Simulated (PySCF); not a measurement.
Job file and geometry (Å, from GFN2-xTB) of an NMR shielding run on SMILES C=[C]1CC#[N+][Al@H-]1[CH3], C₅H₈AlN, PySCF, GIAO PBE0/pcSseg-1 NMR shielding, non-relativistic, gas phase; density fitting, a coarse starting grid and PySCF grid level 2 are the driver's defaults:

```
$ OMP_NUM_THREADS=1 python probes_run.py task.json out

{"job": {"kind": "nmr", "xc": "PBE0", "basis": "pcSseg-1"}, "charge": 0, "multiplicity": 1}
C     -1.304589    -1.552716     0.005642
C     -1.034729    -0.511015    -0.775898
C      0.227405    -0.612985    -1.678247
C      0.029381     0.626372    -2.335903
N     -0.443715     1.640915    -2.630010
Al    -1.915745     1.330553    -1.144303
C     -3.592778     1.391865    -2.204707
H     -0.696989    -2.450246     0.049740
H     -2.166735    -1.538679     0.652003
H      1.154216    -0.636895    -1.102547
H      0.198024    -1.464062    -2.360724
H     -1.433997     2.391195    -0.130240
H     -3.521671     0.855044    -3.157760
H     -4.432465     0.943176    -1.663595
H     -3.901069     2.413705    -2.447949
```

**Question.** Write the output of this run.

**Answer.** 
```
coarse grid: 13080 points
cycle   1  E = -491.8851527440  dE =  7.707e-01  |g| = 5.793e-01  |ddm| = 3.549e+00
cycle   2  E = -491.7545507776  dE =  1.306e-01  |g| = 9.728e-01  |ddm| = 1.261e+00
cycle   3  E = -491.9630464613  dE = -2.085e-01  |g| = 2.232e-01  |ddm| = 7.707e-01
cycle   4  E = -491.9738529515  dE = -1.081e-02  |g| = 4.707e-02  |ddm| = 1.798e-01
cycle   5  E = -491.9743489553  dE = -4.960e-04  |g| = 1.286e-02  |ddm| = 4.540e-02
cycle   6  E = -491.9743830333  dE = -3.408e-05  |g| = 5.295e-03  |ddm| = 1.215e-02
cycle   7  E = -491.9743901845  dE = -7.151e-06  |g| = 1.108e-03  |ddm| = 5.079e-03
final grid: 121904 points
cycle   8  E = -492.0149662802  dE = -2.408e-05  |g| = 6.604e-03  |ddm| = 2.429e-02
cycle   9  E = -492.0149632054  dE =  3.075e-06  |g| = 7.485e-03  |ddm| = 1.124e-02
cycle  10  E = -492.0149774919  dE = -1.429e-05  |g| = 8.445e-04  |ddm| = 5.985e-03
cycle  11  E = -492.0149776437  dE = -1.518e-07  |g| = 3.658e-04  |ddm| = 9.173e-04
cycle  12  E = -492.0149776714  dE = -2.767e-08  |g| = 1.073e-04  |ddm| = 3.068e-04
cycle  13  E = -492.0149776737  dE = -2.279e-09  |g| = 3.830e-05  |ddm| = 9.663e-05
cycle  14  E = -492.0149776740  dE = -3.058e-10  |g| = 1.231e-05  |ddm| = 3.258e-05
converged SCF energy = -492.0149776740

GIAO shielding tensors (ppm)
atom      isotropic    diamagn.    paramagn.     s11        s22        s33       span
  0 C       48.895     254.346    -205.450    -74.121     69.389    151.418    225.539
  1 C       24.637     264.322    -239.685   -102.569     24.437    152.043    254.612
  2 C      163.627     255.135     -91.508    152.778    162.007    176.095     23.317
  3 C       37.251     268.590    -231.339    -98.220    -67.366    277.338    375.558
  4 N       -8.264     338.420    -346.684   -205.394    -77.873    258.475    463.869
  5 Al     413.388     799.389    -386.001    337.272    383.772    519.119    181.847
  6 C      195.521     249.275     -53.754    191.336    196.381    198.846      7.510
  7 H       25.459      31.976      -6.517     21.549     25.020     29.808      8.260
  8 H       25.679      31.833      -6.154     22.319     24.802     29.916      7.597
  9 H       28.431      32.541      -4.110     24.634     26.608     34.051      9.417
 10 H       28.510      28.957      -0.447     25.044     26.657     33.828      8.784
 11 H       27.184      32.039      -4.855     24.102     25.052     32.398      8.296
 12 H       31.979      28.978       3.001     27.589     29.721     38.628     11.039
 13 H       32.076      29.075       3.001     27.771     29.073     39.384     11.613
 14 H       31.697      27.271       4.426     27.588     28.329     39.174     11.586
```

Size and cost of the density-fitted run: 166 basis functions, 50 s wall time on 1 thread of an Arm Neoverse N1, shared host; peak memory 0.75 GiB.
